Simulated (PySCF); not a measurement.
Numbering as in the mapped SMILES `[CH2:1]=[C:2]([CH2:3][CH3:4])[C:5](=[O:6])[Cl:7]`. Each H is labelled by its parent atom. Ha(C1) is cis to C3; Hb(C1) is trans to C3.

- GIAO PBE0/pcSseg-1 shieldings
- GFN2-xTB geometry
- code: PySCF 2.14.0 with density-fitted response routines
- no solvent model, a single conformation, one averaged value for each set of equivalent atoms, non-relativistic Hamiltonian

δ = σ(ref) − σ, references computed at the same level: $^{13}$C and $^{1}$H vs TMS; $^{17}$O against H2O; $^{35}$Cl against HCl.

```csv
atoms,nucleus,count,Hirshfeld charge,δ (ppm)
C3,$^{13}$C,1,-0.07,?
O6,$^{17}$O,1,-0.19,?
C1,$^{13}$C,1,-0.06,144.3
Ha(C1),$^{1}$H,1,0.06,6.54
C4,$^{13}$C,1,-0.12,?
C2,$^{13}$C,1,0.00,154.6
Cl7,$^{35}$Cl,1,-0.05,401
H(C4),$^{1}$H,3,0.04,1.09
H(C3),$^{1}$H,2,0.04,2.39
C5,$^{13}$C,1,0.18,176.4
Hb(C1),$^{1}$H,1,0.04,7.07
```

Fill in the missing shifts.

Results:


- C3: 31.8 ppm, allylic sp3 CH2; aliphatic region, no heteroatom directly attached
- C4: 17.8 ppm, methyl carbon; saturated and bonded to C and H only
- O6: 583.0 ppm, carbonyl oxygen

Carbons that carry Cl, above all several Cl atoms, come out too deshielded, partly because spin–orbit coupling is missing. Shifts are as computed. Against solution values, carbons near 30 ppm lie about +3 ppm off and those near 130 ppm about +5 ppm; carbons on Cl a further +6 ppm. Of 1211 compounds with measured shifts, 218 miss one by over three times the rms of a fit or turn the order of signals round; such compounds aren't used in these exercises. Unscaled 17O shifts of doubly bonded oxygen tend to come out too high, by tens of ppm or more. Experimental scales use liquid or dissolved standards, which lie at an offset from isolated H2O (liquid H2O: subtract about 36 ppm).
